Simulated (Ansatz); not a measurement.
Compare A (`F[Si]1(Cl)CO1`) with its isomer B (`FC1(Cl)O[SiH2]1`).

Isolated molecules relaxed with PBE0-D4/def2-TZVP in Ansatz; ΔE leaves out vibrations. CCSD(T)/CBS is the MP2 limit (def2-TZVPP, def2-QZVPP) plus CCSD(T) − MP2 in def2-TZVPP, frozen cores. DFT in def2-TZVPP. B3LYP here is the variant with VWN-RPA as its local correlation; programs differ in this.

(1) Which isomer does CCSD(T)/CBS put lower? Give the gap. (Estimate.)

(2) Give E(B) − E(A) in kcal/mol with ωB97M-V, PBE0-D4, PBE-D4, B3LYP-D4, LDA (SPW92), BLYP-D4, CCSD/def2-TZVPP. (Estimate.)

(3) Does the order hold for the free energy at 298.15 K (harmonic terms from PBE0-D4)? (Estimate.)

Largest T1 diagnostic: 0.014.

## Answers

(1) Computed: A, by 85.8 kcal/mol.

(2) Computed: ωB97M-V 83.2, PBE0-D4 80.9, PBE-D4 77.1, B3LYP-D4 82.3, LDA (SPW92) 74.6, BLYP-D4 79.3, CCSD/def2-TZVPP 86.0. None reverses the order clearly.

(3) Ansatz gave: Yes: G(B) − G(A) = +82.4 kcal/mol.

Leaving LDA and LC-ωPBE aside and taking each functional with its dispersion term where it has one, the values, not all of them listed here, spread over 8.9 kcal/mol, from revPBE-D4 to BHLYP-D4. LDA lies −2.5 kcal/mol from PBE without D4. At CCSD(T), def2-SVP lies −11.7 kcal/mol from the extrapolated value and def2-TZVPP −1.0 kcal/mol.
